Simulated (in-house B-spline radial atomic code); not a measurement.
# Ionising S3+ with different functionals

Computed with a radial B-spline atomic code at the basis-set limit: scalar-relativistic (spin-free X2C) Hamiltonian, Fermi nucleus of rms radius 3.2611 fm, spin-polarised at highest spin, spherical fractional occupations for the functionals, and exact exchange of hybrids averaged over the configuration. The ionisation energy is the difference of two self-consistent energies, [Ne] 3s2 3p1 → [Ne] 3s2, without Breit or QED terms; ε is the level of the shell that loses the electron (its least bound occupied spin orbital).

```
   method                    rung  ΔSCF (eV)  -ε(3p) (eV)
     PBE0           global hybrid      47.25        42.65
    B3LYP           global hybrid      47.33        42.33
    TPSSh           global hybrid      47.20        41.71
BHandHLYP           global hybrid      47.20        44.15
  r2SCAN0           global hybrid      47.14        42.68
    B97-1           global hybrid      47.15        42.29
    HSE06  range-separated hybrid      47.24        42.23
    wB97X  range-separated hybrid      47.16        45.25
CAM-B3LYP  range-separated hybrid      47.35        44.18
  LC-wPBE  range-separated hybrid      47.47        45.89
```

Problem. Among the functionals, which spreads more, the ΔSCF values or the orbital energies?

Solution. The orbital energies: ΔSCF values span about 0.33 eV and the orbital energies 4.19 eV; here energy differences depend much less on the functional than eigenvalues do.

Problem. How do they compare with the NIST value?

Solution. NIST lists 47.22 eV ± 0.012 (semi-empirical, ground level to ground level). Errors run from -0.08 to +0.24 eV; HSE06 is closest (+0.02 eV), though others lie within the uncertainty of it, and part of that can be cancellation, since the calculations leave out spin-orbit coupling, Breit-QED terms, multiplet and fine-structure energies.
